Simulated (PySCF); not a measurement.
Start geometry of `C=C(C)[C@@H]1CCCC=C1F` from GFN2-xTB (Å):
```
atom  x, y, z in Å
C1    -2.722    1.058   -0.360
C2    -1.751    0.213   -0.053
C3    -2.007   -1.236    0.222
C4    -0.311    0.676    0.034
C5     0.507    0.184   -1.170
C6     1.998    0.390   -0.931
C7     2.461   -0.471    0.241
C8     1.558   -0.291    1.421
C9     0.345    0.218    1.303
F10   -0.413    0.402    2.417
H11   -2.539    2.103   -0.543
H12   -3.747    0.738   -0.438
H13   -3.056   -1.476    0.069
H14   -1.744   -1.474    1.252
H15   -1.406   -1.871   -0.428
H16   -0.310    1.774    0.036
H17    0.183    0.719   -2.064
H18    0.321   -0.879   -1.331
H19    2.189    1.441   -0.705
H20    2.561    0.130   -1.830
H21    3.483   -0.209    0.525
H22    2.468   -1.527   -0.049
H23    1.927   -0.584    2.392
```

Problem. What comes out of this run: PBE0-D3(BJ)/def2-SVP geometry optimisation, gas phase in PySCF?

Solution. 
```
atom  x, y, z in Å
C1    -2.309    0.748   -0.357
C2    -1.331   -0.104   -0.035
C3    -1.588   -1.554    0.247
C4     0.109    0.369    0.031
C5     0.911   -0.079   -1.201
C6     2.409    0.104   -1.003
C7     2.914   -0.742    0.161
C8     2.027   -0.605    1.361
C9     0.800   -0.094    1.279
F10    0.058    0.056    2.387
H11   -2.104    1.808   -0.539
H12   -3.347    0.417   -0.448
H13   -2.642   -1.813    0.080
H14   -1.335   -1.793    1.292
H15   -0.968   -2.208   -0.388
H16    0.089    1.474    0.056
H17    0.551    0.478   -2.078
H18    0.702   -1.144   -1.400
H19    2.621    1.167   -0.797
H20    2.951   -0.152   -1.927
H21    3.944   -0.451    0.427
H22    2.979   -1.805   -0.140
H23    2.393   -0.912    2.345
```

The energy falls by 6.7 kJ/mol over 5 energy and gradient evaluations, the largest force component goes from 0.0154 to 2.5e-04 Eh/bohr, and the atoms move by 0.040 Å rms after alignment. Among the bonds, C9–F10, C1–H11 and C1–H12 change most and about equally (-0.018 to +0.017 Å). Bonds longer at the end by more than 0.005 Å: 15 of 23; shorter: 1. Rotational constants go from 2013, 1079, 858.6 to 2011, 1071, 852.0 MHz. The orientation of the end geometry is arbitrary; only internal coordinates are fixed.

The run used 205 basis functions and 33 SCF cycles in all.

No PBE0-D3(BJ)/def2-SVP frequencies stand behind this structure, so it isn't proved a minimum. One conformer, not necessarily the lowest.
